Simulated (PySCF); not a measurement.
## Ionisation energy of Rb by level of theory

Rb [Kr] 5s1 (2S) → Rb⁺ [Kr] (1S), as a difference of total energies. Calculation: PySCF 2.14, in x2c-SVPall; the spin-free X2C one-electron Hamiltonian (Gaussian nucleus). The calculations carry no spin-orbit coupling.

```csv
method,ionisation energy (eV)
UHF,3.806
MN15,4.075
r2SCAN,4.089
```

For comparison: 4.177 eV (measured; NIST Atomic Spectra Database, ionization energies).
